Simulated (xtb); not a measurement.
I₄Ta, charge +1, singlet, geometry from GFN2-xTB (such geometries of metal compounds can be far from the true shape) (the multiplicity is a formal guess); GFN2-xTB in xtb 6.7.1.

xtb was given this input:
```
$ xtb mol.xyz --gfn 2 --chrg 1 --opt --json

# file mol.xyz
5

Ta    -0.00000000     0.00000000     0.00000000
I      2.11003522    -0.60975355    -1.50846892
I      0.78869445     0.38742437     2.51543036
I     -1.14079482     2.22296751    -0.92548858
I     -1.75793485    -2.00063833    -0.08147287
```

The log (banner, timings and long lists left out):

```
   ID    Z sym.   atoms
    1   73 Ta     1
    2   53 I      2-5

           -------------------------------------------------
          |                Calculation Setup                |
           -------------------------------------------------

           -------------------------------------------------
          |                 G F N 2 - x T B                 |
           -------------------------------------------------

          ...................................................
          :                      SETUP                      :
          :.................................................:
          :  # basis functions                  50          :
          :  # atomic orbitals                  45          :
          :  # shells                           15          :
          :  # electrons                        32          :
          :  max. iterations                   250          :
          :  Hamiltonian                  GFN2-xTB          :
          :  restarted?                      false          :
          :  GBSA solvation                  false          :
          :  PC potential                    false          :
          :  electronic temp.          300.0000000     K    :
          :  accuracy                    1.0000000          :
          :  -> integral cutoff          0.2500000E+02      :
          :  -> integral neglect         0.1000000E-07      :
          :  -> SCF convergence          0.1000000E-05 Eh   :
          :  -> wf. convergence          0.1000000E-03 e    :
          :  Broyden damping             0.4000000          :
          :  net charge                          1          :
          :  unpaired electrons                  0          :
          ...................................................

 iter      E             dE          RMSdq      gap      omega  full diag
   1    -16.5015363 -0.165015E+02  0.941E+00    1.29       0.0  T
   2    -16.0871897  0.414347E+00  0.163E+01    5.02       1.0  T
   3    -16.7726598 -0.685470E+00  0.109E+01    3.15       1.0  T
   4    -16.7100496  0.626102E-01  0.122E+01    3.33       1.0  T
   5    -16.9981593 -0.288110E+00  0.845E-01    2.09       1.0  T
   6    -16.9835901  0.145692E-01  0.268E+00    2.34       1.0  T
   7    -16.9962745 -0.126844E-01  0.946E-01    2.04       1.0  T
   8    -16.9984025 -0.212797E-02  0.264E-01    2.14       1.0  T
   9    -16.9985036 -0.101095E-03  0.115E-01    2.13       1.0  T
[...]
         :: total energy             -16.965956899494 Eh    ::
 * total energy  :   -16.9659569 Eh     change       -0.4819150E-09 Eh
   *** GEOMETRY OPTIMIZATION CONVERGED AFTER 1 ITERATIONS ***
         :: total energy             -16.965956899976 Eh    ::
[...]
       ...                                ...                  ...
        45                          2.1774832              59.2523
      -------------------------------------------------------------
                  HL-Gap            0.0779101 Eh            2.1200 eV
             Fermi-level           -0.5861352 Eh          -15.9496 eV

     #   Z          covCN         q      C6AA      α(0)
     1  73 Ta       3.262     0.913   220.673    28.070
     2  53 I        0.833     0.022   370.064    33.209
     3  53 I        0.833     0.022   370.064    33.209
     4  53 I        0.833     0.022   370.064    33.209
     5  53 I        0.833     0.022   370.064    33.209

 Mol. C6AA /au·bohr⁶  :       8424.396365
 Mol. C8AA /au·bohr⁸  :     875131.677369
 Mol. α(0) /au        :        160.905935

Wiberg/Mayer (AO) data.
largest (>0.10) Wiberg bond orders for each atom

 ---------------------------------------------------------------------------
     #   Z sym  total        # sym  WBO       # sym  WBO       # sym  WBO
 ---------------------------------------------------------------------------
     1  73 Ta   5.708 --     3 I    1.427     4 I    1.427     5 I    1.427
                             2 I    1.427
     2  53 I    1.638 --     1 Ta   1.427
     3  53 I    1.638 --     1 Ta   1.427
     4  53 I    1.638 --     1 Ta   1.427
     5  53 I    1.638 --     1 Ta   1.427
 ---------------------------------------------------------------------------

Topologies differ in total number of bonds
Writing topology from bond orders to xtbtopo.mol

molecular dipole:
                 x           y           z       tot (Debye)
 q only:       -0.000       0.000       0.000
   full:        0.000      -0.000       0.000       0.000
molecular quadrupole (traceless):
                xx          xy          yy          xz          yz          zz
 q only:       -0.000      -0.000       0.000       0.000      -0.000       0.000
  q+dip:        0.000      -0.000       0.000      -0.000       0.000      -0.000
   full:        0.000      -0.000       0.000      -0.000      -0.000      -0.000

optimized geometry written to: xtbopt.xyz

           -------------------------------------------------
          | TOTAL ENERGY              -16.965956899976 Eh   |
          | GRADIENT NORM               0.000002677254 Eh/α |
          | HOMO-LUMO GAP               2.120041785537 eV   |
           -------------------------------------------------

normal termination of xtb
```
